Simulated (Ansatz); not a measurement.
A made-up structure of GeH3S2 (charge +1), singlet:

S1  (0.748, 1.071, 1.384)
Ge2  (-0.768, -0.804, -1.544)
S3  (0.051, -0.686, 0.413)
H4  (0.467, 1.892, 0.352)
H5  (0.138, -1.849, 1.113)
H6  (-0.632, 0.672, -1.831)
(Å)

It is relaxed with PBE-D4/def2-SVP and then PBE0-D4/def2-TZVP (Ansatz 0.2.0). Atoms count as bonded within 1.22 times the sum of their covalent radii (H–H: 0.88 Å). The end point is not checked to be a true minimum.

Q: Does its bonding change? (A judgement: the text doesn't fix the answer.)

A: Computed: No: no bond forms or breaks.

Where it ends: The first stage lowers the energy by 0.78 eV in 27 steps. It ends as GeH₃S₂ ([SH][SH][GeH]), total charge +1:
```tsv
atom	x (Å)	y (Å)	z (Å)
S1	1.1260	1.0398	0.9803
Ge2	-1.0988	-0.7730	-1.5564
S3	0.5131	-0.7600	0.2280
H4	-0.0851	1.6268	1.0479
H5	-0.1335	-1.3441	1.2613
H6	-0.3175	0.5055	-2.0743
```

Labels in which every atom is bracketed show which atoms are joined, not bond orders.

For scale, one of the runs: PBE0-D4/def2-TZVP relaxation, 140 basis functions, launched by `ansatz run in.yaml --threads 2 --pin off --events-out ev --progress --plain --max-ram 4352MiB`. The run took about 44 s on 2 CPU threads of an Arm Neoverse V1 (shared host).
